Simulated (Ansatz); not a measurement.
Ansatz (a quantum-chemistry and plane-wave program) input:

Ansatz 0.2 input:
```yaml
crystal:
  periodic: [false, false, false]
  atoms:
    - {symbol: F, position_ang: [-0.00000000, -0.00000000, -1.20332382]}
    - {symbol: B, position_ang: [0.00000000, 0.00000000, 0.02582666]}
    - {symbol: O, position_ang: [0.00000000, 0.00000000, 1.33759763]}
basis:
  gaussian:
    orbitals: def2-TZVPD
hamiltonian:
  xc: {name: r2SCAN}
total_charge: 1
magnetization: {spin_polarized: true, initial_magnetization: 1}
output: {forces: true}
```

### Question
Predict the final energy.

### Answer
-199.52409 Eh (r2SCAN/def2-TZVPD). The basis has 117 functions.
